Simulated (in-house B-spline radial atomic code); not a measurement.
Settings and results of a run for Zr²⁺ (an excited or competing configuration). Method: scalar-relativistic (X2C) B3LYP, spin-polarised, spherical fractional occupations, exact exchange averaged over the configuration, Fermi nucleus of rms radius 4.2694 fm. Calculated with an all-electron radial atomic-structure program (B-spline basis).

Command:
```bash
python run_scf.py task.json out
```
Settings (nuclear radius in fm, mass in u):
```
Z                40
configuration    [Ar] 3d10 4s2 4p5 4d2 4f1
hamiltonian      x2c
method           b3lyp
spin_polarised   True
nucleus          fermi
rms_radius       4.2694
atomic_mass      89.9047
speed_of_light   137.035999084
exact_exchange   averaged over the configuration
```

Output (hartree, bohr):
```
 radial grid: 73 intervals, B-splines of order 8, outer radius 38.5185 bohr

 iter        energy (Eh)    residual
    1       -3591.972493    4.14e-01
    2       -3594.235229    2.07e-01
    3       -3595.907145    3.53e-02
    4       -3595.958302    8.02e-03
    5       -3595.960478    3.61e-03
    6       -3595.960984    1.03e-03
    7       -3595.961010    1.65e-04
    8       -3595.961011    1.21e-05
    9       -3595.961011    2.88e-07

 total energy                     -3595.96101
 kinetic                            3715.7655
 electron-nucleus                  -8645.3485
 Hartree                            1447.7878
 exact exchange                      -22.2999
 exchange-correlation                -91.8659

 orbital      occ     eigenvalue          <r>       <r^2>       <1/r>       r_max
 1s up      1.000      -657.3170    0.0365924  0.00181683     42.4939     0.02359
 1s down    1.000      -657.3107    0.0365922   0.0018168     42.4942     0.02358
 2s up      1.000       -92.4281     0.162172   0.0310696     9.47572      0.1369
 2s down    1.000       -92.4148     0.162162   0.0310654     9.47625      0.1369
 2p up      3.000       -82.5161     0.141523   0.0245004     9.03702      0.1093
 2p down    3.000       -82.5017     0.141518   0.0244981     9.03725      0.1093
 3s up      1.000       -16.1460     0.457786     0.24041     3.18681       0.408
 3s down    1.000       -16.1321     0.457754    0.240319     3.18608      0.4081
 3p up      3.000       -12.8947     0.461429    0.248198     2.99277      0.4021
 3p down    3.000       -12.8781     0.461494     0.24821     2.99151      0.4023
 3d up      5.000        -7.5465     0.451969    0.246969     2.74195      0.3473
 3d down    5.000        -7.5273     0.451602    0.246348     2.74261      0.3474
 4s up      1.000        -3.0011      1.19791     1.62276     1.13478       1.073
 4s down    1.000        -2.8833      1.19453     1.61574     1.14086       1.068
 4p up      3.000        -2.1359      1.33121     2.02104     1.00216       1.167
 4p down    2.000        -2.0275      1.33222     2.02904     1.00478       1.162
 4d up      2.000        -0.9470      1.80192     3.80142    0.726002       1.475
 4f up      1.000        -0.2542      5.03974     29.1893    0.236058       4.475
```

Time taken, with all properties: 0.43 s on 1 thread of Intel(R) Xeon(R) Platinum 8488C, on a shared host.

One-electron X2C: radii and densities carry no picture-change correction, so inner-shell <1/r> comes out high (for 1s by about 2 % at Z = 33, 5 % at 54, 10 % at 75, 30 % at 118) and <r> low.
